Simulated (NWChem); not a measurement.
**thiourea (CH4N2S)**

```xyz
8

N     -1.0965    -0.3516    -1.0488
C      0.0000     0.0000    -0.3153
N      1.0965     0.3516    -1.0488
S      0.0000     0.0000     1.3534
H     -1.1896    -0.0546    -2.0147
H     -1.9524    -0.4855    -0.5252
H      1.1896     0.0546    -2.0147
H      1.9524     0.4855    -0.5252
```
Charge 0, spin multiplicity 1.

Program: NWChem. Structure: optimised with B3LYP/def2-SVP, a minimum by its harmonic frequencies. It is one conformer; others weren't searched.

Symmetry labels belong to the abelian group C2 used in the runs, with the axes of the coordinates shown.

The Pople sets run with spherical d functions.

Question: List the lowest 6 singlet excitations that TD-PBE/6-31+G* (spherical d) gives, with oscillator strengths.

Answer: 
```tsv
state	symmetry	energy (eV)	wavelength (nm)	f
1	a	3.83	324	0.000
2	b	4.01	309	0.034
3	b	4.40	282	0.003
4	a	4.92	252	0.047
5	a	5.45	228	0.149
6	a	5.53	224	0.086
```
